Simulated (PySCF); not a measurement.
A run for PySCF: R-B3LYP/6-311+G** on NH3 (SMILES N).

```python
from pyscf import gto, scf, dft, mp
from pyscf.data.elements import chemcore

mol = gto.M(
    atom='''
    N     0.30393025   -0.18054828    0.19997360
    H     0.10749778    0.32428454    1.06416388
    H     0.61982082    0.49512376   -0.48656247
    H    -0.57330430   -0.55874761   -0.13961966
    ''',
    basis='6-311+g**',
    charge=0, spin=0, verbose=3, max_memory=1800)
mf = dft.RKS(mol, xc='b3lyp')
mf.conv_tol = 1e-8
mf.max_cycle = 100
mf.kernel()
if not mf.converged:
    mf = mf.newton().run(mf.mo_coeff, mf.mo_occ)
```

**Question.** What total energy does the run end on?

**Answer.** -56.5826 hartree.
